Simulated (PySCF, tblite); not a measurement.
Isomers of C3H10F3NSi2, one GFN2-xTB conformer each. Single-point energies are computed at PBE0/pcSseg-1 (PySCF, gas phase, no added dispersion term), electronic only.

Question: Rank them by PBE0/pcSseg-1 energy, lowest first (kJ/mol).
A. `[NH2:1][CH2:2][C:3]([SiH3:4])([SiH3:5])[C:6]([F:7])([F:8])[F:9]` with H–N1–C2–C3 80° and -159°, N1–C2–C3–Si4 153°
B. `[CH3:1][N:2]([SiH3:3])[CH2:4][SiH2:5][C:6]([F:7])([F:8])[F:9]` with C1–N2–C4–Si5 -66°, N2–C4–Si5–C6 180°

Answer: A (0.0), B (9.5).

As drawn, the lower has an N–H bond, which the higher lacks. Neighbours under 10 kJ/mol apart (NCC([SiH3])([SiH3])C(F)(F)F and CN([SiH3])C[SiH2]C(F)(F)F) can change places with a better method, another conformer or zero-point energy. GFN2-xTB itself gives, in the same order: 31.3, 0.0. GFN2-xTB puts CN([SiH3])C[SiH2]C(F)(F)F lowest instead.

Question: Which frontier levels, dipoles and rotational constants go with these structures?

Answer: 
```csv
SMILES,"HOMO (eV, PBE0/pcSseg-1)",LUMO (eV),dipole (D),"A, B, C (MHz)"
NCC([SiH3])([SiH3])C(F)(F)F,-7.67,0.46,3.27,"1260, 1129, 929.9"
CN([SiH3])C[SiH2]C(F)(F)F,-6.49,-0.14,2.81,"2400, 487.2, 462.6"
```

Question: What happens when harmonic zero-point energies from GFN2-xTB frequencies are added?

Answer: 
| SMILES | ZPE (kJ/mol) | electronic (kJ/mol) | with ZPE (kJ/mol) |
| --- | --- | --- | --- |
| NCC([SiH3])([SiH3])C(F)(F)F | 325.9 | 0.0 | 0.0 |
| CN([SiH3])C[SiH2]C(F)(F)F | 325.0 | 9.5 | 8.6 |

The zero-point energies span 0.9 kJ/mol. The order is unchanged.
